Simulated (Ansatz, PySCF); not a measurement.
This PySCF input computes a CCSD(T)/cc-pVDZ energy:

```python
from pyscf import gto, scf, mp, cc as ccmod

mol = gto.M(
    atom='''
    C    -0.41242515    1.13172067    0.09549684
    C    -1.17432082   -0.26707102   -0.02010710
    C     0.23743747   -0.10853685   -0.10731364
    O     1.36600834   -0.64794088    0.00404908
    H    -0.24098977    1.64340885    1.03950987
    H    -0.60514458    1.78075226   -0.75351799
    H    -1.76007099   -0.34683833   -0.93084648
    H    -1.57583831   -0.80209227    0.83718457
    H     1.34982802   -1.62838038   -0.03317929
    ''',
    basis='cc-pvdz',
    charge=1,
    spin=0,
    verbose=4,
)

mf = scf.RHF(mol)
mf.conv_tol = 1e-10
mf.max_cycle = 100
mf.kernel()
mp2 = mp.MP2(mf, frozen=4).run()
cc = ccmod.CCSD(mf, frozen=4)
cc.max_cycle = 100
cc.kernel()
et = cc.ccsd_t()
print(f'E(CCSD(T)) = {cc.e_tot + et:.9f}')
```

**Question.** Write an input for the same energy in Ansatz (a program for electronic structure) and say what it gives.

**Answer.** 
Ansatz 0.2 input:
```yaml
crystal:
  periodic: [false, false, false]
  atoms:
    - {symbol: C, position_ang: [-0.41242515, 1.13172067, 0.09549684]}
    - {symbol: C, position_ang: [-1.17432082, -0.26707102, -0.02010710]}
    - {symbol: C, position_ang: [0.23743747, -0.10853685, -0.10731364]}
    - {symbol: O, position_ang: [1.36600834, -0.64794088, 0.00404908]}
    - {symbol: H, position_ang: [-0.24098977, 1.64340885, 1.03950987]}
    - {symbol: H, position_ang: [-0.60514458, 1.78075226, -0.75351799]}
    - {symbol: H, position_ang: [-1.76007099, -0.34683833, -0.93084648]}
    - {symbol: H, position_ang: [-1.57583831, -0.80209227, 0.83718457]}
    - {symbol: H, position_ang: [1.34982802, -1.62838038, -0.03317929]}
basis:
  gaussian:
    orbitals: cc-pVDZ
total_charge: 1
magnetization: {spin_polarized: false}
correlation: {method: ccsd_t, electrons: outside_noble_gas}
```
It gives -191.67980 Eh, and PySCF -191.67980 Eh, a difference of 0.00 mEh.

It need not be the lowest isomer of its formula.
